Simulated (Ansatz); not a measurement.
Reaction (redistribution): `P[SiH]1CS1` + `C[Si](N)(F)Cl` → `Cl[SiH]1CS1` + `C[Si](N)(F)P`

Isolated molecules relaxed with PBE0-D4/def2-TZVP in Ansatz; ΔE leaves out vibrations. CCSD(T)/CBS is the MP2 limit (def2-TZVPP, def2-QZVPP) plus CCSD(T) − MP2 in def2-TZVPP, frozen cores. DFT in def2-TZVPP. Each species was taken in one conformer, which may not be the lowest.

`P[SiH]1CS1`:

Cartesian coordinates in Å:
```
P -0.306 -0.234 2.069
Si 0.323 0.581 0.083
C -0.580 0.067 -1.437
S 1.163 -0.594 -1.427
H 1.028 -0.306 2.552
H -0.304 -1.571 1.592
H 0.768 1.991 0.182
H -1.331 -0.716 -1.382
H -0.762 0.782 -2.233
```

`C[Si](N)(F)Cl`:

```xyz
10

C    -0.180    0.473    1.325
Si   -0.064    0.323   -0.508
N     0.383   -1.235   -0.993
F     0.942    1.458   -1.014
Cl   -1.843    0.740   -1.434
H    -0.946   -0.196    1.719
H    -0.429    1.497    1.609
H     0.776    0.218    1.790
H     0.205   -1.562   -1.928
H     1.156   -1.716   -0.564
```

`Cl[SiH]1CS1`:

Z-matrix (Å, degrees):
```
Si
C 1 1.827
S 1 2.068 2 57.3
Cl 1 2.037 2 119.4 3 -109.4
H 1 1.472 2 122.3 3 107.8
H 2 1.086 1 121.1 3 -104.4
H 2 1.086 1 119.3 3 104.3
```

`C[Si](N)(F)P`:

Z-matrix (Å, degrees):
```
C
Si 1 1.855
H 1 1.092 2 110.6
H 1 1.094 2 110.5 3 -119.2
H 1 1.092 2 111.0 3 120.4
N 2 1.701 1 109.0 3 177.4
F 2 1.612 1 106.4 3 54.8
P 2 2.246 1 117.9 3 -61.5
H 6 1.007 2 121.8 1 -35.3
H 6 1.007 2 121.6 1 171.5
H 8 1.420 2 93.8 1 55.0
H 8 1.420 2 93.4 1 -39.2
```

| level | ΔE (kJ/mol) |
| --- | --- |
| ωB97M-V | 19.0 |
| SCS-MP2/def2-TZVPP | 19.8 |

Question: What does CCSD(T)/CBS give? (Estimate.)

Answer: The calculation gave: +19.2 kJ/mol. The listed levels differ from it by -0.2, 0.6 kJ/mol.

Largest T1 diagnostic among the species: 0.013.
